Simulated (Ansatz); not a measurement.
The cluster Os3. Charge 0, multiplicity 1. Geometry relaxed at PBE0-D4/def2-TZVP.

Cartesian coordinates in Å:
```
Os -0.3026 0.1727 -1.2678
Os -0.9317 0.1179 0.9202
Os 1.2343 -0.2906 0.3476
```

In the def2 sets Os takes a core potential; there is no spin–orbit coupling. The restricted singlet is unstable: a solution with broken spin symmetry lies lower. The relaxation made no stability test and no search for a lower SCF solution. The geometry of the singlet was relaxed on an unsound state (restricted singlet, unstable towards broken spin symmetry). At PBE0-D4/def2-TZVP a quintet of charge 0 lies 0.98 eV below the restricted singlet, each at its own geometry. That quintet is doubtful there (⟨S²⟩ 6.79, where a pure state has 6.00). The structure comes from a short search, and lower isomers may exist.

Problem. Estimate the harmonic wavenumbers at RKS PBE0-D4/def2-TZVP (Ansatz, unscaled). Is this a minimum?

Solution. 238, 239, 324 cm⁻¹. Yes, no mode is imaginary beyond noise. Zero-point energy 4.8 kJ/mol. Hardware: 4 threads of AMD EPYC 9R45 on a shared host. Wall time 6 s.
